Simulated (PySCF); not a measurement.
## Identify the compound

An unknown has the formula C$_{6}$H$_{13}$BO$_{2}$. Its calculated NMR data are:

¹H NMR (400 MHz, computed): δ 5.76 (br s, 1H), 5.29 (br s, 1H), 3.74 (s, 6H), 2.17 (q, 2H), 0.91 (t, 3H).

¹³C{¹H} NMR (computed): δ 158.5 (C), 131.1 (CH2), 53.9 (CH3, 2C), 37.1 (CH2), 17.4 (CH3).

Calculated, not measured (PySCF 2.14): geometry from PBE0-D3(BJ)/def2-SVP, σ from GIAO-B3LYP/pcSseg-1. No solvent, a single conformation, non-relativistic Hamiltonian, equivalent nuclei averaged.

Chemical shifts δ = σref − σ; ¹H and ¹³C vs TMS, all at this level.

Deduce the structure.

Answers


5 carbon signals for 6 carbons: some carbons are equivalent by symmetry or fast rotation. Carbon types of the structure: 1 × C, 2 × CH2, 3 × CH3, which accounts for all hydrogens. δC 158.5: fully substituted alkene carbon; an sp2 carbon of a C=C bond. δC 131.1: terminal =CH2 carbon; the olefinic region. δC 53.9: methyl carbon bonded to O; pulled downfield by the heteroatom. δC 37.1: allylic sp3 CH2; saturated and bonded to C and H only. δC 17.4: methyl carbon; saturated and bonded to C and H only. δH 3.74: hydrogen on a methyl carbon bonded to O; its carbon carries O, which withdraws density. δH 2.17: hydrogen on an allylic sp3 CH2; allylic position.

The compound is `O(B(C(=C)CC)OC)C`.

The data come from this structure; uniqueness wasn't tested.

A carbon bonded to boron is broadened by the quadrupolar boron nucleus and is often missing from a measured spectrum. Shifts are as computed. Against solution values, carbons near 30 ppm lie about +2 ppm off and those near 130 ppm about +6 ppm. Of 1211 compounds with measured shifts, 218 miss one by over three times the rms of a fit or turn the order of signals round; such compounds aren't used in these exercises. Multiplicities follow the n + 1 count of equivalent neighbours, as no J values were calculated; m marks all less simple cases, F and P coupling included.
